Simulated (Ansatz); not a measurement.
Relaxation of a periodic cell of 32 atoms, H5CClO (contents 4 CH3Cl + 4 H2O, density as packed 0.93 g/cm³ with natural masses), to a largest force component of 0.3 eV/Å in at most 15 steps.

Computed with Ansatz, DFT PBE-D3(BJ), scalar-relativistic, plane waves, PAW. Settings: accuracy low, cutoff 420 eV, k mesh 1x1x1, fermi-dirac smearing 0.05 eV, no spin polarisation.

```xyz
32
Lattice="7.8730 0.0000 0.0000 0.0000 7.8730 0.0000 0.0000 0.0000 7.8730" Properties=species:S:1:pos:R:3
C 1.834 5.392 0.479
Cl 2.903 5.669 1.872
H 2.051 6.136 -0.286
H 2.016 4.393 0.088
H 0.800 5.483 0.804
C 5.213 3.303 6.332
Cl 4.450 3.066 7.920
H 5.029 4.323 6.001
H 6.283 3.128 6.425
H 4.780 2.598 5.625
C 0.143 0.496 3.433
Cl 0.130 2.030 2.534
H -0.697 -0.112 3.106
H 1.079 -0.022 3.232
H 0.057 0.710 4.496
C 5.230 7.630 6.159
Cl 5.849 8.208 7.721
H 5.500 8.346 5.386
H 5.675 6.661 5.940
H 4.148 7.538 6.220
O 2.845 5.691 5.183
H 2.999 6.211 4.380
H 2.323 4.935 4.875
O 6.796 4.631 1.973
H 7.107 3.920 1.394
H 6.069 4.228 2.469
O 0.895 0.995 6.699
H 1.132 1.775 6.176
H 1.018 0.255 6.085
O 6.998 4.901 4.677
H 7.515 4.121 4.426
H 6.154 4.780 4.219
```

Task: Where does it end, and by what steps?

Result: It converged. The threshold is loose, so the end isn't yet a minimum. Limits of this set-up: coarse k mesh, low accuracy level. After 12 steps the energy has fallen by 2.055 eV; H23 moved furthest, 1.40 Å.

```csv
step,energy less start (eV),largest force component (eV/Å),accepted
0,0.0000,0.543,yes
1,-0.3956,0.909,yes
2,-0.6016,1.143,yes
3,-0.8464,0.762,yes
4,-1.0066,0.785,yes
5,-1.1742,0.977,yes
6,-1.3433,0.694,yes
7,-1.5107,0.951,yes
8,-1.6756,0.726,yes
9,-1.8187,1.388,yes
10,-1.9505,0.654,yes
11,-2.0035,0.433,yes
12,-2.0546,0.104,yes
```

```xyz
32
Lattice="7.8730 0.0000 0.0000 0.0000 7.8730 0.0000 0.0000 0.0000 7.8730" Properties=species:S:1:pos:R:3
C 1.875 5.473 0.766
Cl 3.077 6.050 1.986
H 2.081 5.985 -0.179
H 2.005 4.394 0.663
H 0.876 5.715 1.140
C 5.031 3.397 6.478
Cl 4.004 2.510 7.661
H 4.842 4.465 6.599
H 6.078 3.161 6.689
H 4.754 3.070 5.470
C 0.038 0.524 3.034
Cl 0.446 2.152 2.381
H -0.945 0.247 2.646
H 0.807 -0.170 2.684
H 0.058 0.597 4.124
C 5.399 7.262 6.209
Cl 6.199 7.277 7.813
H 5.620 8.208 5.707
H 5.808 6.416 5.649
H 4.321 7.150 6.357
O 2.018 6.199 5.246
H 2.448 6.171 4.371
H 1.173 5.702 5.086
O 6.425 4.760 2.173
H 6.455 3.807 1.961
H 5.567 5.076 1.832
O 1.343 1.003 6.039
H 2.099 1.405 6.506
H 1.637 0.091 5.812
O 7.622 4.696 4.698
H 7.987 3.797 4.614
H 7.173 4.829 3.827
```

The run took 36 s on 1 thread of Arm Neoverse V2 (shared host), peak memory 0.46 GiB.
